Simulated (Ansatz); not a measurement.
Species: GeCl$_{4}$ (charge 0, singlet). SMILES: [Cl][Ge]([Cl])([Cl])[Cl]
Geometry: optimised at B3LYP-D3(BJ)/def2-TZVP (Ansatz, an electronic-structure program).

Property: atomisation energy (electronic, to ground-state atoms), in kJ/mol. Valence correlation only, unless marked. UHF or UKS for open shells. Spin-orbit coupling is left out. Frozen are the shells of the preceding noble gas and the d and f shells that filled before the atom's block. Non-relativistic. The coupled-cluster limit lacks core correlation, which all-electron functionals hold. CBS marks a two-point X^-3 extrapolation of the correlation energy; Hartree-Fock from the larger set.

```csv
level,program,atomisation energy (kJ/mol)
PBE0-D4/def2-TZVP,Ansatz + dftd4,1411.9
PBE0/def2-QZVPP,Ansatz,1385.4
```

Problem. What does CCSD(T)/CBS(def2-TZVPPD,def2-QZVPPD) (Ansatz) give?

Solution. 1416.7 kJ/mol
